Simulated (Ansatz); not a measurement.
The cluster MoAu₄⁻, relaxed as a doublet with UKS r2SCAN-D4/def2-SVPD in Ansatz, starting from the GFN2-xTB geometry. Force threshold 0.02 eV/Å.

In the def2 sets Au, Mo take a core potential; there is no spin–orbit coupling. The charge -1 doublet is spin-contaminated (final ⟨S²⟩ up to 1.77, 0.75 for a pure state). The relaxation made no stability test and no search for a lower SCF solution. No other spin state of charge -1 was run. Another isomer (doublet) lies 0.09 eV lower at PBE0-D4/def2-TZVPD; other spin states weren't run for this one.

Start:

Cartesian coordinates in Å:
```
Mo -0.2197 -1.7820 2.4039
Au 1.6818 0.8914 0.7071
Au 0.4808 2.5125 -0.8935
Au -0.6044 0.0699 -1.9634
Au -1.3384 -1.6919 -0.2541
```

```json
{"step": "1", "energy (eV)": "-16637.4584", "largest force component (eV/Å)": "1.548", "SCF passes": "315"}
{"step": "2", "energy (eV)": "-16638.1521", "largest force component (eV/Å)": "1.520", "SCF passes": "122"}
{"step": "3", "energy (eV)": "-16638.8228", "largest force component (eV/Å)": "1.410", "SCF passes": "76"}
{"step": "4", "energy (eV)": "-16639.3001", "largest force component (eV/Å)": "0.521", "SCF passes": "101"}
{"step": "5", "energy (eV)": "-16639.4296", "largest force component (eV/Å)": "0.202", "SCF passes": "78"}
{"step": "6", "energy (eV)": "-16639.5049", "largest force component (eV/Å)": "0.239", "SCF passes": "72"}
{"step": "7", "energy (eV)": "-16639.5706", "largest force component (eV/Å)": "0.199", "SCF passes": "123"}
{"step": "8", "energy (eV)": "-16639.6066", "largest force component (eV/Å)": "0.141", "SCF passes": "67"}
{"step": "9", "energy (eV)": "-16639.7044", "largest force component (eV/Å)": "0.274", "SCF passes": "75"}
{"step": "10", "energy (eV)": "-16639.7937", "largest force component (eV/Å)": "0.499", "SCF passes": "88"}
{"step": "11", "energy (eV)": "-16639.8948", "largest force component (eV/Å)": "0.223", "SCF passes": "80"}
{"step": "12", "energy (eV)": "-16639.9995", "largest force component (eV/Å)": "0.265", "SCF passes": "69"}
{"step": "13", "energy (eV)": "-16640.1163", "largest force component (eV/Å)": "0.284", "SCF passes": "66"}
{"step": "14", "energy (eV)": "-16640.2777", "largest force component (eV/Å)": "0.543", "SCF passes": "68"}
{"step": "15", "energy (eV)": "-16640.5015", "largest force component (eV/Å)": "0.637", "SCF passes": "75"}
{"step": "16", "energy (eV)": "-16640.7047", "largest force component (eV/Å)": "0.316", "SCF passes": "88"}
{"step": "17", "energy (eV)": "-16640.8248", "largest force component (eV/Å)": "0.259", "SCF passes": "74"}
{"step": "18", "energy (eV)": "-16640.8851", "largest force component (eV/Å)": "0.088", "SCF passes": "63"}
{"step": "19", "energy (eV)": "-16640.9000", "largest force component (eV/Å)": "0.047", "SCF passes": "57"}
{"step": "20 (rejected)", "energy (eV)": "-16640.8988", "largest force component (eV/Å)": "0.071", "SCF passes": "59"}
{"step": "21", "energy (eV)": "-16640.9031", "largest force component (eV/Å)": "0.039", "SCF passes": "44"}
{"step": "22", "energy (eV)": "-16640.9041", "largest force component (eV/Å)": "0.015", "SCF passes": "47"}
```

Force components are those of the run's own axes.

End:

```xyz
5

Mo    0.031   -0.219    0.326
Au    1.370    0.882    2.193
Au    1.104    1.705   -1.010
Au   -1.406    0.132   -1.780
Au   -1.099   -2.501    0.271
```

Bonds formed: Mo1–Au2, Mo1–Au3, Mo1–Au4 (atoms count from 1). Metal–metal contacts that move far: Au4–Au5 2.56 to 3.35 Å, Au2–Au3 2.58 to 3.32 Å.

No frequencies were taken in this run, so the end may be a saddle point.

Hardware: 4 threads of Arm Neoverse V2 on a shared host. Wall time 6.3 min, peak host memory 0.58 GiB.
